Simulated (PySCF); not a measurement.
SMILES [I][SnH] (B3LYP/def2-SVP optimised geometry):

```
3

Sn    -1.341    -0.896     0.000
H     -1.435     0.896     0.000
I      1.435    -0.896     0.000
```

Level of theory: B3LYP/def2-TZVP, def2 effective core potentials past Kr run with PySCF.

Question: What are the frontier orbital energies and the dipole moment?

Answer: HOMO-2 -7.52 eV, HOMO-1 -7.41 eV, HOMO -6.62 eV, LUMO -3.44 eV, LUMO+1 -1.50 eV; dipole moment 2.64 D.

On the same geometry PBE/def2-TZVP, def2 effective core potentials past Kr (PySCF) gives HOMO-2 -6.70 eV, HOMO-1 -6.65 eV, HOMO -5.80 eV, LUMO -3.89 eV, LUMO+1 -1.96 eV; dipole moment 2.38 D.
